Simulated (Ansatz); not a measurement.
Wavefunction ladder for C$_{2}$H$_{5}$NOSi (`CO[SiH2]C#N`)

```json
{"atom": "C1", "x (Å)": "1.038", "y (Å)": "0.175", "z (Å)": "-1.172"}
{"atom": "O2", "x (Å)": "0.086", "y (Å)": "-0.763", "z (Å)": "-0.707"}
{"atom": "Si3", "x (Å)": "-0.558", "y (Å)": "-0.753", "z (Å)": "0.784"}
{"atom": "C4", "x (Å)": "-1.413", "y (Å)": "0.872", "z (Å)": "1.072"}
{"atom": "N5", "x (Å)": "-1.919", "y (Å)": "1.895", "z (Å)": "1.232"}
{"atom": "H6", "x (Å)": "1.938", "y (Å)": "0.169", "z (Å)": "-0.548"}
{"atom": "H7", "x (Å)": "1.313", "y (Å)": "-0.104", "z (Å)": "-2.189"}
{"atom": "H8", "x (Å)": "0.619", "y (Å)": "1.186", "z (Å)": "-1.183"}
{"atom": "H9", "x (Å)": "-1.567", "y (Å)": "-1.825", "z (Å)": "0.856"}
{"atom": "H10", "x (Å)": "0.463", "y (Å)": "-0.853", "z (Å)": "1.855"}
```

Charge 0, multiplicity 1. Geometry: relaxed with PBE0-D4/def2-TZVP. It is one conformer, not always the lowest. Frozen core, restricted reference, Ansatz 0.2.0. CBS rows extrapolate triple and quadruple zeta; past MP2 they add the triple-zeta difference.

```tsv
basis	HF (Eh)	MP2 corr.	CCSD corr.	(T)	CCSD(T) total
def2-SVP	-496.66955	-0.69572	-0.73517	-0.02360	-497.42832
def2-TZVPP	?	-0.86252	-0.89246	?	?
def2-QZVPP	-497.04609	-0.92410	–	–	–
CBS(def2)	-497.04866	?	?	as TZ	?
```

**Question.** Fill in the withheld values. (Best estimate.)

**Answer.** Ansatz gave: def2-TZVPP HF (Eh): -497.02745; def2-TZVPP (T): -0.03835; def2-TZVPP CCSD(T) total: -497.95826; CBS(def2) MP2 corr.: -0.96971; CBS(def2) CCSD corr.: -0.99965; CBS(def2) CCSD(T) total: -498.08666.
